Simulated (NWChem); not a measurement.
Program: NWChem. System: iminoborane (H₂BN), charge 0, spin multiplicity 1, at a geometry optimised with PBE/def2-SVP. Level: G0W0@PBE/def2-QZVP, RI basis def2-qzvp-rifit.

Job file:

```
start mol
memory heap 200 mb stack 700 mb global 1700 mb
geometry units angstroms nocenter noautoz
  B      0.000000     0.000000    -0.701057
  N      0.000000     0.000000     0.548845
  H      0.000000     0.000000    -1.891011
  H      0.000000     0.000000     1.554379
  symmetry group C2v
end
basis spherical
  * library def2-qzvp
end
basis "ri basis" bse spherical
  * library def2-qzvp-rifit
end
dft
  xc xpbe96 cpbe96
  iterations 100
  direct
  tolerances tight
end
task dft energy
gw
  method cdgw
  states alpha occ 4 vir 2
end
task dft gw
```

NWChem printed:

```
             Northwest Computational Chemistry Package (NWChem) 7.3.0
             --------------------------------------------------------

                                NWChem Input Module
                                -------------------

 Scaling coordinates for geometry "geometry" by  1.889725989
 (inverse scale =  0.529177249)

 Turning off AUTOSYM since
 SYMMETRY directive was detected!

                             Geometry "geometry" -> ""
                             -------------------------

 Output coordinates in angstroms (scale by  1.889725989 to convert to a.u.)

  No.       Tag          Charge          X              Y              Z
 ---- ---------------- ---------- -------------- -------------- --------------
    1 B                    5.0000     0.00000000     0.00000000    -0.70105700
    2 N                    7.0000     0.00000000     0.00000000     0.54884500
    3 H                    1.0000     0.00000000     0.00000000    -1.89101100
    4 H                    1.0000     0.00000000     0.00000000     1.55437900

 Effective nuclear repulsion energy (a.u.)      23.5704249663

            Nuclear Dipole moment (a.u.)
            ----------------------------
        X                 Y               Z
 ---------------- ---------------- ----------------
     0.0000000000     0.0000000000    -0.0000037795

      Symmetry information
      --------------------

 Group name             C2v
 Group number             16
 Group order               4
 No. of unique centers     4

      Symmetry unique atoms

     1    2    3    4


 Summary of "ao basis" -> "" (spherical)
 ------------------------------------------------------------------------------
       Tag                 Description            Shells   Functions and Types
 ---------------- ------------------------------  ------  ---------------------
 *                         def2-qzvp                  on all atoms

 new library libraries.bse/

 Summary of "ri basis" -> "" (spherical)
 ------------------------------------------------------------------------------
       Tag                 Description            Shells   Functions and Types
 ---------------- ------------------------------  ------  ---------------------
 *                      def2-qzvp-rifit               on all atoms

  pbe96 is a nonlocal functional; adding pw91lda local functional.

                                 NWChem DFT Module
                                 -----------------

 Summary of "ao basis" -> "ao basis" (spherical)
 ------------------------------------------------------------------------------
       Tag                 Description            Shells   Functions and Types
 ---------------- ------------------------------  ------  ---------------------
 B                         def2-qzvp                17       57   7s4p3d2f1g
 N                         def2-qzvp                17       57   7s4p3d2f1g
 H                         def2-qzvp                10       30   4s3p2d1f

 Summary of "ao basis" -> "ao basis" (spherical)
 ------------------------------------------------------------------------------
       Tag                 Description            Shells   Functions and Types
 ---------------- ------------------------------  ------  ---------------------
 B                         def2-qzvp                17       57   7s4p3d2f1g
 N                         def2-qzvp                17       57   7s4p3d2f1g
 H                         def2-qzvp                10       30   4s3p2d1f

      Symmetry analysis of basis
      --------------------------

        a1         74
        a2         20
        b1         40
        b2         40

            General Information
            -------------------
          SCF calculation type: DFT
          Wavefunction type:  closed shell.
          No. of atoms     :     4
          No. of electrons :    14
           Alpha electrons :     7
            Beta electrons :     7
          Charge           :     0
          Spin multiplicity:     1
          Use of symmetry is: on ; symmetry adaption is: on
          Maximum number of iterations: 100
          This is a Direct SCF calculation.
          AO basis - number of functions:   174
                     number of shells:    54
          Convergence on energy requested:  1.00D-06
          Convergence on density requested:  1.00D-05
          Convergence on gradient requested:  5.00D-04

              XC Information
              --------------
          PerdewBurkeErnzerhof Exchange Functional  1.000
            Perdew 1991 LDA Correlation Functional  1.000 local
           PerdewBurkeErnz. Correlation Functional  1.000 non-local

             Grid Information
             ----------------
          Grid used for XC integration:  medium
          Radial quadrature: Mura-Knowles
          Angular quadrature: Lebedev.
          Tag              B.-S. Rad. Rad. Pts. Rad. Cut. Ang. Pts.
          ---              ---------- --------- --------- ---------
          B                   0.85       49          10.0       434
          N                   0.65       49           9.0       434
          H                   0.35       45          11.0       434
          Grid pruning is: on
          Number of quadrature shells:   188
          Spatial weights used:  Erf1

          Convergence Information
          -----------------------
          Convergence aids based upon iterative change in
          total energy or number of iterations.
          Levelshifting, if invoked, occurs when the
          HOMO/LUMO gap drops below (HL_TOL):  1.00D-02
          DIIS, if invoked, will attempt to extrapolate
[...]
  Symmetry fudging

 !! scf_movecs_sym_adapt:   78 vectors were symmetry contaminated

 d= 0,ls=0.0,diis     2    -80.0523316598  5.96D-01  4.13D-03  5.01D+00    19.0

 !! scf_movecs_sym_adapt:   80 vectors were symmetry contaminated

  Symmetry fudging

 !! scf_movecs_sym_adapt:   80 vectors were symmetry contaminated

 d= 0,ls=0.0,diis     3    -80.6763337706 -6.24D-01  9.88D-04  4.39D-01    27.4

 !! scf_movecs_sym_adapt:   80 vectors were symmetry contaminated

  Symmetry fudging

 !! scf_movecs_sym_adapt:   80 vectors were symmetry contaminated

 d= 0,ls=0.0,diis     4    -80.7284447888 -5.21D-02  2.74D-04  6.52D-03    35.4

 !! scf_movecs_sym_adapt:   78 vectors were symmetry contaminated

  Symmetry fudging

 !! scf_movecs_sym_adapt:   76 vectors were symmetry contaminated

 d= 0,ls=0.0,diis     5    -80.7291656583 -7.21D-04  1.07D-04  1.21D-03    43.6

 !! scf_movecs_sym_adapt:   80 vectors were symmetry contaminated

  Symmetry fudging

 !! scf_movecs_sym_adapt:   76 vectors were symmetry contaminated

 d= 0,ls=0.0,diis     6    -80.7293208719 -1.55D-04  2.50D-05  9.40D-05    51.8

 !! scf_movecs_sym_adapt:   80 vectors were symmetry contaminated

  Symmetry fudging

 !! scf_movecs_sym_adapt:   74 vectors were symmetry contaminated

 d= 0,ls=0.0,diis     7    -80.7293361875 -1.53D-05  2.65D-06  1.23D-06    59.8

 !! scf_movecs_sym_adapt:   78 vectors were symmetry contaminated

  Symmetry fudging

 !! scf_movecs_sym_adapt:   76 vectors were symmetry contaminated

 d= 0,ls=0.0,diis     8    -80.7293363285 -1.41D-07  6.54D-07  4.14D-08    67.5

         Total DFT energy =      -80.729336328515
      One electron energy =     -155.028382446922
           Coulomb energy =       62.280366869092
    Exchange-Corr. energy =      -11.551745717023
 Nuclear repulsion energy =       23.570424966338

 Numeric. integr. density =       14.000000093753

     Total iterative time =     65.7s

                  Occupations of the irreducible representations
                  ----------------------------------------------

                     irrep           alpha         beta
                     --------     --------     --------
                     a1                5.0          5.0
                     a2                0.0          0.0
                     b1                1.0          1.0
                     b2                1.0          1.0

                       DFT Final Molecular Orbital Analysis
                       ------------------------------------

 Vector    5  Occ=2.000000D+00  E=-3.955266D-01  Symmetry=a1
              MO Center=  3.7D-17, -3.2D-17, -1.4D+00, r^2= 1.1D+00
   Bfn.  Coefficient  Atom+Function         Bfn.  Coefficient  Atom+Function
  ----- ------------  ---------------      ----- ------------  ---------------
   116      0.206401  3 H  s                117      0.203215  3 H  s
    10     -0.201322  1 B  pz                13     -0.192312  1 B  pz
     6      0.183634  1 B  s                  5      0.115783  1 B  s
   115      0.108794  3 H  s                147      0.088114  4 H  s
    67     -0.084271  2 N  pz                16     -0.080299  1 B  pz

 Vector    6  Occ=2.000000D+00  E=-2.645953D-01  Symmetry=b2
              MO Center= -2.2D-30,  5.2D-15,  2.4D-01, r^2= 1.2D+00
   Bfn.  Coefficient  Atom+Function         Bfn.  Coefficient  Atom+Function
  ----- ------------  ---------------      ----- ------------  ---------------
    66      0.277495  2 N  py                69     -0.259680  2 N  py
    72     -0.243731  2 N  py                12     -0.168311  1 B  py
     9     -0.167068  1 B  py                75     -0.152141  2 N  py
    15     -0.085193  1 B  py                18     -0.038491  1 B  py
    26     -0.032240  1 B  d -1

 Vector    7  Occ=2.000000D+00  E=-2.645953D-01  Symmetry=b1
              MO Center=  4.4D-15, -1.9D-30,  2.4D-01, r^2= 1.2D+00
   Bfn.  Coefficient  Atom+Function         Bfn.  Coefficient  Atom+Function
  ----- ------------  ---------------      ----- ------------  ---------------
    65      0.277495  2 N  px                68     -0.259680  2 N  px
    71     -0.243731  2 N  px                11     -0.168311  1 B  px
     8     -0.167068  1 B  px                74     -0.152141  2 N  px
    14     -0.085193  1 B  px                17     -0.038491  1 B  px
    28      0.032240  1 B  d  1

 Vector    8  Occ=0.000000D+00  E=-1.483622D-02  Symmetry=b1
              MO Center= -3.6D-16, -4.8D-31, -7.1D-01, r^2= 3.3D+00
   Bfn.  Coefficient  Atom+Function         Bfn.  Coefficient  Atom+Function
  ----- ------------  ---------------      ----- ------------  ---------------
    17      0.532245  1 B  px                74     -0.476454  2 N  px
    14      0.367979  1 B  px                 8      0.216339  1 B  px
    68     -0.181328  2 N  px                65      0.179238  2 N  px
    11      0.159705  1 B  px               125      0.091622  3 H  px
    28      0.077166  1 B  d  1              90      0.065154  2 N  d  1

 Vector    9  Occ=0.000000D+00  E=-1.483622D-02  Symmetry=b2
              MO Center= -8.1D-31, -5.5D-16, -7.1D-01, r^2= 3.3D+00
   Bfn.  Coefficient  Atom+Function         Bfn.  Coefficient  Atom+Function
  ----- ------------  ---------------      ----- ------------  ---------------
    18      0.532245  1 B  py                75     -0.476454  2 N  py
    15      0.367979  1 B  py                 9      0.216339  1 B  py
    69     -0.181328  2 N  py                66      0.179238  2 N  py
    12      0.159705  1 B  py               126      0.091622  3 H  py
    26     -0.077166  1 B  d -1              88     -0.065154  2 N  d -1

 Vector   10  Occ=0.000000D+00  E= 8.342850D-03  Symmetry=a1
              MO Center=  3.1D-30,  1.1D-30,  9.9D-01, r^2= 6.2D+00
   Bfn.  Coefficient  Atom+Function         Bfn.  Coefficient  Atom+Function
  ----- ------------  ---------------      ----- ------------  ---------------
    64      2.956053  2 N  s                117      1.937516  3 H  s
   148     -1.576437  4 H  s                  7     -1.459311  1 B  s
     6     -1.393341  1 B  s                 76      1.187675  2 N  pz
   147     -1.108514  4 H  s                 32     -0.885093  1 B  d  0
    63      0.583047  2 N  s                118      0.549194  3 H  s

 center of mass
 --------------
 x =   0.00000000 y =   0.00000000 z =  -0.02600258

 moments of inertia (a.u.)
 ------------------
          55.932898373540           0.000000000000           0.000000000000
           0.000000000000          55.932898373540           0.000000000000
           0.000000000000           0.000000000000           0.000000000000

     Multipole analysis of the density
     ---------------------------------

     L   x y z        total         alpha         beta         nuclear
     -   - - -        -----         -----         ----         -------
     0   0 0 0     -0.000000     -7.000000     -7.000000     14.000000

     1   1 0 0     -0.000000     -0.000000     -0.000000      0.000000
     1   0 1 0     -0.000000     -0.000000     -0.000000      0.000000
     1   0 0 1      0.029295      0.014649      0.014649     -0.000004

     2   2 0 0     -9.919998     -4.959999     -4.959999      0.000000
     2   1 1 0     -0.000000     -0.000000     -0.000000      0.000000
     2   1 0 1     -0.000000     -0.000000     -0.000000      0.000000
     2   0 2 0     -9.919998     -4.959999     -4.959999      0.000000
     2   0 1 1     -0.000000     -0.000000     -0.000000      0.000000
     2   0 0 2     -6.076164    -21.889797    -21.889797     37.703429

 Task  times  cpu:       67.6s     wall:       67.6s

                                NWChem Input Module
                                -------------------

                                 NWChem GW Module
                                 ----------------

                             ***********************
                             ***        GW       ***
                             ***********************

 Summary of "ri basis" -> "ri basis" (spherical)
 ------------------------------------------------------------------------------
       Tag                 Description            Shells   Functions and Types
 ---------------- ------------------------------  ------  ---------------------
 B                      def2-qzvp-rifit             33      141   9s8p7d5f3g1h
 N                      def2-qzvp-rifit             33      141   9s8p7d5f3g1h
 H                      def2-qzvp-rifit             16       56   6s4p3d2f1g

                 Memory Information
                 ------------------
          Available GA per process is          1699.8 MBs
          Available stack per process is        700.0 MBs
          Available heap per process is           0.0 MBs

          Peak memory in Initialization
              Peak GA per process is                  6.3 MBs
              Peak stack per process is               0.4 MBs
              Peak heap per process is                6.6 MBs
              Memory not in MA per process            0.0 MBs

          Peak memory in CDGW Calculation
              Peak GA per process is                  8.7 MBs
              Peak stack per process is               2.4 MBs
              Peak heap per process is                3.0 MBs
              Memory not in MA per process            0.0 MBs

          Computing 2-center integrals
          Computing Inverse Cholesky factor
          Computing 3-center integrals
          Computing Vxc

          Computing Sigma_x
          Computing W(iw) on the imaginary grid
          Solving quasiparticle equations

                  Alpha Orbitals
          State     Energy (eV)     Error (eV)
          -----------------------------------
@GW         4        -17.463           0.004
@GW         5        -14.888           0.003
@GW         6        -10.843           0.002
@GW         7        -10.842           0.003
@GW         8          2.485           0.002
@GW         9          2.486           0.002

     GW Timing Statistics
   ------------------------
   Init.   :          0.3s
     ERIs  :          3.5s
     Distr.:          0.0s
     Vxc   :          0.2s
   Vmo     :          0.0s
   iW      :          3.2s
   I_n     :          0.0s
   R_n     :          0.2s
   GW total:          7.4s

 Task  times  cpu:        7.4s     wall:        7.4s

 Total times  cpu:       75.1s     wall:       75.1s
```
